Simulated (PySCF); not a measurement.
**Cu2Te: bend–stretch map**

Computed with B3LYP in PySCF with Te def2-SVP with ECP28, Cu def2-SVP; scalar-relativistic core potentials, no spin–orbit coupling; density-fitted integrals.

Rigid scan from the singlet minimum (Cu–Cu 2.503 Å, Te–Cu 2.425 Å (×2); Cu–Cu–Te 58.9° (×2), Cu–Te–Cu 62.2°). Coordinate: rows scale both bonds, columns set the Cu–Te–Cu angle. Energies in kJ/mol from the minimum.

```tsv
scale \ angle	90	105	120	135	150	165
0.94	37.5	48.7	62.8	84.1	109.9	134.3
0.97	23.5	33.8	?	?	96.9	123.2
1.00	21.3	30.8	45.1	67.2	94.8	122.8
1.03	27.6	36.4	?	72.7	100.7	130.0
1.06	40.2	48.3	62.3	84.1	112.2	142.4
1.10	63.6	70.8	84.4	?	?	164.1
```

**Question.** Fill in the five missing cells, row by row.

**Answer.** 48.1, 69.9, 50.6, 105.6, 133.4.

The bond scale of lowest energy on the grid is 1.00 at 90°, 1.00 at 105°, 1.00 at 120°, 1.00 at 135°, 1.00 at 150°, 1.00 at 165°.

Other isomers or separated fragments may lie lower.

The scan took about 3 core-minutes on a shared host.
